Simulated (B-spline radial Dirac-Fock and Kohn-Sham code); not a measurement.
## Binding energies of Pb⁷⁸⁺ at several levels of theory

System: the Pb⁷⁸⁺ ion, configuration [He] 2s2.

The density-functional columns are spherical, spin-unpolarised Dirac-Kohn-Sham results without Breit or QED terms: −ε is minus the orbital energy of the initial state and ΔSCF the difference of two total energies. The reference in the last column comes from ΔSCF Dirac-Fock with Breit, self-energy and vacuum polarisation, finite nucleus, configuration average. All numbers are from a radial atomic solver, in eV; a selection of levels is shown. The Kohn-Sham columns are given as differences from the reference. For the 1s level of heavy atoms much of the gap between ΔSCF and the reference is the Breit and QED part, -418.7 eV here; for other levels the error of the functional can be larger.

```
  level  LDA −ε − DF  LDA ΔSCF − DF  Dirac-Fock
 K (1s)       -288.0         +435.1     98417.3
L1 (2s)        -99.1          +74.7     24548.6
```

For the outermost level NIST gives 24550 ± 120 eV (theoretical); the differences from it are LDA −ε -100.47, LDA ΔSCF +73.27, Dirac-Fock -1.40 eV.

Values without a named source are computed, but for edge energies of neutral atoms, which are taken from tables.
